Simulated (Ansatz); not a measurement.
Basis-set extrapolation for `C[S][Al]([F])[Cl]` (PBE0-D4/def2-TZVP geometry, frozen core, Ansatz 0.2.0). Multiplicity 1, RHF reference.

```tsv
	def2-TZVPP	def2-QZVPP
HF	-1238.298207	-1238.336167
MP2 correlation	-0.857262	-0.935379
CCSD(T) correlation	-0.936871	not run
```

Energies in hartree. Use E(X) = E(∞) + A·exp(−7.88·√X) for Hartree–Fock and E(X) = E(∞) + B·X^(−2.97) for correlation, with X = 3 and 4, and add CCSD(T) minus MP2 of the smaller set to the MP2 limit.

Q: What is the CCSD(T) energy at the basis-set limit?

A: HF limit: -1238.336167 + (-0.037960) × 0.13774 = -1238.34140. MP2 limit: -0.935379 + (-0.078117) × 0.74074 = -0.99324. Higher-order term: -0.936871 − (-0.857262) = -0.07961. Total: -1239.41425 hartree, 470.4 kJ/mol below CCSD(T)/def2-TZVPP.
